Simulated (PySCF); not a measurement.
C2H4N, SMILES CC#[NH+], charge +1. Geometry: B3LYP-D3(BJ)/def2-TZVP. The isomer is the one that the SMILES or the coordinates give; other isomers of the formula were not compared.

PySCF 2.14.0 with TDA-PBE/def2-SVPD puts the lowest singlet excitations at 7.92, 8.19, 8.19, 9.96, 10.20, 10.20 eV.

Task: What are the lowest excitation roots from ADC(2)/aug-cc-pVDZ (PySCF)? (The exact figures need the calculation; the answer reports its results.)

Result: 8.95, 9.24, 9.24, 11.31, 11.67, 11.67 eV. S1 differs by 1.03 eV (second minus first; roots are paired by order, and the bases may differ).
